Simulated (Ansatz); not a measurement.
Consider the redistribution: `[Br][SnH]([Br])[Br]` + `[OH][Na]` → `[OH][SnH]([Br])[Br]` + `[Na][Br]`.

Program: Ansatz. Geometries: PBE0-D4/def2-TZVP. ΔE: electronic, gas phase. CBS: MP2 limit from def2 TZ/QZ plus the TZ coupled-cluster correction, frozen cores. DFT in def2-TZVPP. def2 core potentials past Kr. For Br, Na, Sn outer-core shells are correlated without core-valence functions, which leaves a few kJ/mol of doubt a bond. Scalar relativity is left out up to krypton. One conformer a species, not always the lowest.

```json
{"level": "CAM-B3LYP-D4", "ΔE (kcal/mol)": "-24.6"}
{"level": "PBE", "ΔE (kcal/mol)": "-23.5"}
{"level": "CCSD/def2-TZVPP", "ΔE (kcal/mol)": "-25.4"}
{"level": "MP2/def2-QZVPP", "ΔE (kcal/mol)": "-21.7"}
```

(1) What does CCSD(T)/CBS give? (Best estimate.)

Largest T1 diagnostic among the species: 0.012.

Results:

(1) Computed: -22.3 kcal/mol. The listed levels differ from it by -2.3, -1.2, -3.1, 0.6 kcal/mol.

From BLYP to BHLYP (50 % exact exchange), in def2-TZVPP and without D4, ΔE moves by −3.2 kcal/mol. At CCSD(T), def2-SVP lies −3.5 kcal/mol from the extrapolated value and def2-TZVPP −2.8 kcal/mol.
